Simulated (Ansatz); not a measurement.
Consider the cleavage of the Si–Al bond: `[SiH3]C[O][AlH][SiH3]` + `[SiH3]P` → `[SiH3]P[SiH3]` + `[AlH2][O]C[SiH3]`.

Program: Ansatz. Geometries: PBE0-D4/def2-TZVP. ΔE: electronic, gas phase. CCSD(T)/CBS is the MP2 limit (def2-TZVPP, def2-QZVPP) plus CCSD(T) − MP2 in def2-TZVPP, frozen cores. This one scheme is used for every species. DFT in def2-TZVPP. B3LYP here is the variant with VWN-RPA as its local correlation; programs differ in this. Each species was taken in one conformer, which may not be the lowest.

`[SiH3]C[O][AlH][SiH3]`:

Z-matrix (Å, degrees):
```
Si
C 1 1.890
H 1 1.491 2 107.7
H 1 1.489 2 111.2 3 119.7
H 1 1.486 2 110.5 3 -118.5
O 2 1.408 1 109.7 3 57.5
H 2 1.099 1 109.2 3 -65.7
H 2 1.096 1 110.3 3 177.7
Al 6 1.694 2 133.7 1 -88.0
Si 9 2.455 6 118.4 2 -2.3
H 9 1.581 6 115.1 2 177.4
H 10 1.491 9 112.0 6 -9.0
H 10 1.492 9 110.7 6 110.8
H 10 1.491 9 111.9 6 -129.9
```

`[SiH3]P`:

Z-matrix (Å, degrees):
```
Si
P 1 2.255
H 1 1.487 2 113.9
H 1 1.486 2 108.0 3 -121.2
H 1 1.486 2 108.0 3 121.2
H 2 1.421 1 93.8 3 -46.7
H 2 1.421 1 93.8 3 47.0
```

`[SiH3]P[SiH3]`:

```xyz
10

Si    0.460   -0.044   -1.613
P    -0.238    1.372   -0.010
Si   -0.161   -0.128    1.665
H     0.261    0.599   -2.938
H    -0.246   -1.353   -1.599
H     1.912   -0.278   -1.398
H    -1.620    1.174   -0.277
H    -0.836    0.451    2.856
H     1.271   -0.366    1.984
H    -0.802   -1.428    1.330
```

`[AlH2][O]C[SiH3]`:

Z-matrix (Å, degrees):
```
C
O 1 1.407
Si 1 1.891 2 109.8
H 1 1.097 2 109.4 3 120.3
H 1 1.100 2 112.1 3 -121.9
Al 2 1.691 1 133.6 3 110.9
H 3 1.489 1 108.8 2 -59.5
H 3 1.490 1 110.3 2 -179.2
H 3 1.486 1 110.4 2 59.9
H 6 1.584 2 118.4 1 2.8
H 6 1.576 2 116.1 1 -177.5
```

```tsv
level	ΔE (kcal/mol)	difference from CCSD(T)/CBS
PBE-D4	-3.2	1.8
r2SCAN-D4	-4.5	0.5
PBE0-D4	-3.9	1.1
B3LYP-D4	-4.5	0.5
ωB97X-V	-4.6	0.4
ωB97M-V	-5.6	-0.6
B2PLYP	-4.9	0.1
PBE	-2.9	2.1
r2SCAN	-4.5	0.5
PBE0	-3.7	1.3
B3LYP	-3.8	1.2
HF/def2-TZVPP	-5.2	-0.2
MP2/def2-TZVPP	-6.8	-1.8
SCS-MP2/def2-TZVPP	-6.2	-1.2
CCSD/def2-TZVPP	-4.2	0.8
CCSD(T)/def2-TZVPP	-4.3	0.7
HF/def2-QZVPP	-5.4	-0.4
MP2/def2-QZVPP	-7.3	-2.3
SCS-MP2/def2-QZVPP	-6.6	-1.6
HF/CBS(def2)	-5.4	-0.4
MP2/CBS(def2)	-7.5	-2.5
CCSD/CBS(def2)	-4.9	0.1
CCSD(T)/CBS	-5.0	0
```

Largest T1 diagnostic among the species: 0.014.

From PBE to PBE0 (25 % exact exchange), in def2-TZVPP and without D4, ΔE moves by −0.8 kcal/mol.
